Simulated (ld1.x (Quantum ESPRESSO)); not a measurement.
## Bi (Z = 83): one change to a TM potential, before and after

- Element: Bi
- Generator: ld1.x (Quantum ESPRESSO) 7.5
- Type: norm-conserving Troullier–Martins (Kleinman–Bylander form)
- Functional: revPBE
- Relativity: scalar-relativistic
- Frozen core: [Xe] 4f14 5d10
- Valence charge: 5
- Reference configuration: 6s2 6p2 (charge +1)
- Partial waves: 6p (bound): rc 1.95 bohr; 6s (bound): rc 1.50 bohr
- Local potential: the s channel
- Core correction: none

All-electron outer shells of the reference configuration (revPBE, scalar-relativistic, ld1.x):

| shell | level (eV) | outermost node (bohr) | outermost maximum (bohr) |
| --- | --- | --- | --- |
| 6s | -22.03 | 0.98 | 1.86 |
| 6p | -11.36 | 1.14 | 2.35 |

Change: wave 6s (bound): rc 1.50 bohr becomes 6s (bound): rc 1.82 bohr.

Cutoffs: the cutoffs (Ry, on a coarse ladder) from which the occupation-weighted sum of valence levels, in a spherical-Bessel basis at the reference potential, stays within 10 and 1 mRy of its value at 400 Ry; they do not see the model core or the augmentation charge, which bear on the density cutoff. Errors are all-electron minus pseudo energies relative to the spin-unpolarised reference configuration.

Task: Predict the effect on cutoff, ghosts and configuration errors.

Result: The potential gets softer (55 Ry and 140 Ry → 30 Ry and 55 Ry); both files keep a bound ghost (d); of the 7 tests that both files solve, the error grows in 1 and shrinks in 2 by more than 15 % and 0.3 meV (median size 8.4 → 7.6 meV); the range in which the s phases agree widens (upper end 0.3 → 3.3); the range in which the p phases agree narrows (upper end at the end of the scan → 3.4). A larger radius leaves more room for a smooth pseudo-wave, so fewer plane waves are needed.

| quantity | base | changed |
| --- | --- | --- |
| cutoff, loose | 55 Ry | 30 Ry |
| cutoff, tight | 140 Ry | 55 Ry |
| loose cutoff by channel (10 mRy a level) | p 21 Ry, s 35 Ry | p 21 Ry, s 21 Ry |
| bound ghosts | d | d |
| error for 6s2 6p3, meV [ΔE -7.84 eV] | +5.8 | +5.2 |
| error for 6s2 6p1, meV [ΔE 15.15 eV] | -1.1 | -4.6 |
| error for 6s2 6p0, meV [ΔE 38.35 eV] | +65 | +39 |
| error for 6s2 6p2.5, meV [ΔE -4.78 eV] | +2.7 | +2.4 |
| error for 6s2 6p3.3, meV [ΔE -8.92 eV] | +8.4 | +7.6 |
| error for 6s0 6p5, meV [ΔE 12.62 eV] | +208 | +172 |
| error for 6s1 6p3, meV [ΔE 10.82 eV] | +31 | +32 |
| s: phases at 2.14 bohr within 0.05 rad from the reference energy up to (Ry; the scan ends near 5) | 0.3 | 3.3 |
| p: phases at 2.14 bohr within 0.05 rad from the reference energy up to (Ry; the scan ends near 5) | to the end of the scan | 3.4 |

 A true bound ghost makes a file unfit for plane-wave use even where its test errors are small: the radial tests pick states by their node count and pass the ghost by.
